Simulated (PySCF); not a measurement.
C6H11O2 (doublet state).
Z-matrix (Å and degrees, GFN2-xTB geometry), rows numbered from 1:
```
C 
O   1  1.4094
C   2  1.4038  1  113.83
C   3  1.5303  2  107.96  1   169.87
C   4  1.5338  3  109.54  2    66.32
C   5  1.4781  4  109.73  3    49.37
C   6  1.4777  5  117.99  4   -43.31
O   3  1.4004  2  112.64  1   -65.66
H   1  1.0943  2  111.41  3    57.37
H   1  1.0966  2  110.69  3   -63.74
H   1  1.0879  2  106.32  3   177.07
H   3  1.1056  2  109.88  1    49.55
H   4  1.0890  3  108.87  2   -55.21
H   4  1.0904  3  108.09  2  -173.85
H   5  1.0914  4  110.71  3   172.64
H   5  1.1010  4  107.24  3   -70.11
H   6  1.0738  5  121.50  4   148.51
H   7  1.1107  6  109.97  5   -79.45
H   7  1.0931  6  112.01  5   160.82
```

The hyperfine couplings belong to this conformer and change with its torsions.

The species is `CO[C@H]1CC[CH]CO1` [radical].

Computed with PySCF 2.14.0, UKS B3LYP, pcH-1 on C H O, non-relativistic, mean-field spin-orbit, GIAO. Geometry: GFN2-xTB, one conformer, isolated molecule. A GFN2-xTB geometry isn't a minimum of the functional, and hyperfine couplings can be far from their values at a DFT geometry. No stability test was run, so a lower SCF solution isn't excluded.

The largest Mulliken spin populations are on C6 (+1.01), C5 (-0.08), C7 (-0.07) and H16 (+0.06). C6 is the only atom above +0.15. The angles at C6 add up to 358.9°, so it is planar; its axial dipolar tensor and the negative coupling of its proton fit spin in a p orbital normal to that plane.

**Question.** McConnell's relation a(H) = Q·ρ ties the coupling of a proton on a planar π carbon to the spin population of that carbon. What Q do the computed values give?

**Answer.** 
```json
{"H": "H17", "C": "C6", "ρ(C)": "+1.015", "a(H) (G)": "-22.49", "a/ρ (G)": "-22.2"}
```

One proton gives one ratio, Q = -22.2 G, and no test of linearity. In every row coupling and population have opposite signs.

**Question.** List the C–H protons on four-coordinate carbons next to a three-coordinate spin centre, with their couplings and θ (C–H bond against the normal to the plane of the centre's neighbours, projected along the bond that joins the two).

**Answer.** 
| β H | on | centre | θ (°) | cos²θ | a (G) |
| --- | --- | --- | --- | --- | --- |
| H15 | C5 | C6 | 71 | 0.10 | +6.00 |
| H16 | C5 | C6 | 11 | 0.97 | +50.65 |
| H18 | C7 | C6 | 6 | 0.99 | +47.53 |
| H19 | C7 | C6 | 66 | 0.17 | +11.81 |

Fitting the Heller–McConnell form a = ρ(B0 + B2 cos²θ), with Mulliken ρ = 1.01, gives B0 = 2.3 G and B2 = 47.1 G, with a largest miss of 2.2 G. By this fit the coupling would be 50.1 G at θ = 0° and 2.4 G at 90°.

Couplings in gauss use g_iso = 2.0026.
